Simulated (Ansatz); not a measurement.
```yaml
crystal:
  periodic: [false, false, false]
  atoms:
    - {symbol: O, position_ang: [-0.126732, 1.346550, -0.094311]}
    - {symbol: Al, position_ang: [-0.117502, -0.331903, -0.093357]}
    - {symbol: Br, position_ang: [1.396180, -1.484045, 1.088017]}
    - {symbol: D, position_ang: [-1.655066, -1.399590, -1.301426]}
    - {symbol: H, position_ang: [0.503109, 1.868987, 0.401077]}
basis:
  gaussian: {orbitals: def2-TZVP, final_grid: {core_spheres: 20, valence_spheres: 16, degree: 47}}
hamiltonian: {xc: {name: PBE0-DH}}
accuracy: high
scf: {lower_state_search: light}
output: {forces: true}
```

```sh
$ ansatz run in.yaml --threads 4 --pin off --events-out ev --progress --plain --max-ram 10444MiB
```

It prints (some lines left out):

```
Error: YAML parse error: error: line 7 column 16: `D` is not an element symbol (H … Og, case-exact)
 --> <input>:7:16
5 |     - {symbol: Al, position_ang: [-0.117502, -0.331903, -0.093357]}
6 |     - {symbol: Br, position_ang: [1.396180, -1.484045, 1.088017]}
7 |     - {symbol: D, position_ang: [-1.655066, -1.399590, -1.301426]}
8 |     - {symbol: H, position_ang: [0.503109, 1.868987, 0.401077]}
9 | basis:
```

In this input an element symbol is wrong. The input was rejected before any iteration.
